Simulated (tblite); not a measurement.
C₄H₁₁P₂Si (doublet state).
SMILES with atom numbers: `[CH2:1]=[CH:2][CH:3][CH2:4][SiH:5]([PH2:6])[PH2:7]` (hydrogens: H8, H9 on C1; H10 on C2; H11 on C3; H12, H13 on C4; H14 on Si5; H15, H16 on P6; H17, H18 on P7)

The geometry is computed with GFN2-xTB (gas phase). This method treats the open shell by occupation alone, without spin polarisation.

Some entries are withheld. Bonds in one row agree within 0.01 Å.

| coordinate | value |
| --- | --- |
| C1=C2 | 1.365 Å |
| C2–C3 | 1.384 Å |
| C3–C4 | ? |
| C4–Si5 | ? |
| Si5–P6, Si5–P7 | ? |
| C1–H8 | 1.076 Å |
| C1–H9 | 1.074 Å |
| C2–H10 | 1.086 Å |
| C3–H11 | 1.081 Å |
| C4–H12, C4–H13 | 1.088 Å |
| Si5–H14 | 1.473 Å |
| P6–H15 and 3 like bonds | 1.386 Å |
| C1–C2–C3 | ? |
| C2–C3–C4 | 123.2° |
| C3–C4–Si5 | ? |
| C4–Si5–P6 | ? |
| P6–Si5–P7 | 119.1° |

Question: Fill in the missing values.

Answer: 
- C3–C4 = 1.468 Å, drawn single (ends: carbon bonded to 2 C and H; carbon bonded to C, Si and 2 H); 0.02 Å below the sum of covalent radii, 1.49 Å.
- C4–Si5 = 1.938 Å, drawn single (ends: carbon bonded to C, Si and 2 H; silicon bonded to C, 2 P and H); 0.07 Å above the sum of covalent radii, 1.87 Å.
- Si5–P6, Si5–P7 = 2.260 Å, drawn single (ends: silicon bonded to C, 2 P and H; phosphorus bonded to Si and 2 H); 0.08 Å above the sum of covalent radii, 2.18 Å.
- C1–C2–C3 = 124.8°, at the carbon bonded to 2 C and H; the outer atoms are 2.437 Å apart.
- C3–C4–Si5 = 108.7°, at the carbon bonded to C, Si and 2 H; the outer atoms are 2.781 Å apart.
- C4–Si5–P6 = 105.8°, at the silicon bonded to C, 2 P and H; the outer atoms are 3.355 Å apart.

Radii are Cordero's, carbon taken as 0.76, 0.73 or 0.69 Å for four, three, and two or fewer neighbours.

Its GFN2-xTB frequencies are all real (lowest 22 cm⁻¹). Torsions: C1–C2–C3–C4 -177°, C2–C3–C4–Si5 89°, C3–C4–Si5–P6 -70°, C4–Si5–P6–H 77° and 170°, C4–Si5–P7–H -165° and -73°.

One conformer stands for the species.
